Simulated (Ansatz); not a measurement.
## Two structures, one formula

Two isomers of CH3OTe (charge +1), singlet, relaxed at PBE0-D4/def2-TZVP (vibrations not checked).

A:

| atom | x (Å) | y (Å) | z (Å) |
| --- | --- | --- | --- |
| C1 | -0.4921 | 0.2251 | -1.0734 |
| Te2 | 0.5769 | -0.9908 | -0.0457 |
| O3 | 0.5103 | 0.0184 | 1.5625 |
| H4 | -0.7029 | -0.0023 | -2.1144 |
| H5 | -0.8867 | 1.1347 | -0.6267 |
| H6 | 0.9946 | -0.3851 | 2.2977 |

B:

```xyz
6
angstrom
O -0.6515 -0.9509 -0.5646
C -0.3461 0.2875 -0.5344
Te 0.8492 1.3338 0.7083
H -0.2446 -1.5014 0.1262
H -0.8312 0.8540 -1.3310
H 1.2241 -0.0229 1.5955
```

Program: Ansatz 0.2.0. Basis: def2-TZVPP. Cores are frozen in the correlated methods. Filled d shells of the heavier atoms are correlated. Core potentials replace the inner electrons of the atoms past krypton. The def2 sets are not built for correlating such inner shells, so the correlated values are less sure here. B3LYP uses VWN-RPA correlation.

Problem. Which structure is lower at CCSD(T), and by how much? (An estimate is asked for; the value comes from the calculation.)

Solution. The calculation gives: B, by 0.260 eV (electronic energy, against the other). By their contacts, A is CH₃OTe ([CH2][Te][OH]), total charge +1 and B is CH₃OTe ([OH][CH][TeH]), total charge +1.

All methods give the same order:

```tsv
method	E(B) − E(A) (eV)
PBE-D4	-0.404
r2SCAN-D4	-0.400
PBE0-D4	-0.481
B3LYP-D4	-0.400
wB97M-V	-0.443
HF	-0.636
MP2	-0.269
CCSD	-0.336
CCSD(T)	-0.260
```

T1 diagnostic: at most 0.023. The restricted Hartree–Fock reference is unstable towards an unrestricted one at one or more of these structures. A large double-excitation amplitude points to some diradical character; no triplet was computed.

Labels in which every atom is bracketed show which atoms are joined, not bond orders.
